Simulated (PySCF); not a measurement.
Homolysis of single bonds, series Ga F-OH. All species are isolated molecules in the gas phase. One relaxed conformer stands for each flexible species; it need not be the lowest. Strings in code marks are SMILES.

The four lowest singlet excitations (Tamm–Dancoff). All values below come from TPSSh-D3(BJ)/def2-TZVP // B3LYP-D3(BJ)/def2-TZVP (PySCF 2.14.0). Excitations are Tamm–Dancoff values on a coarser integration grid. The basis has no diffuse functions, so Rydberg states are missing or too high.

| state | energy (eV) | wavelength (nm) | oscillator strength |
|---|---|---|---|
| S1 | 5.92 | 209 | 0.000 |
| S2 | 5.99 | 207 | 0.000 |
| S3 | 6.67 | 186 | 0.087 |
| S4 | 6.94 | 179 | 0.108 |

### Question
Which member gives these states?
A. `[F][Ga]([F])[F]`
B. `[OH][Ga]([OH])[OH]`
C. `[OH][Ga]([F])[F]` (H–O–Ga–F torsion 0°)
D. `[OH][Ga]([OH])[F]` (H–O–Ga–F torsion 0°, F–Ga–O–H torsion -180°)

### Answer
B, `[OH][Ga]([OH])[OH]`
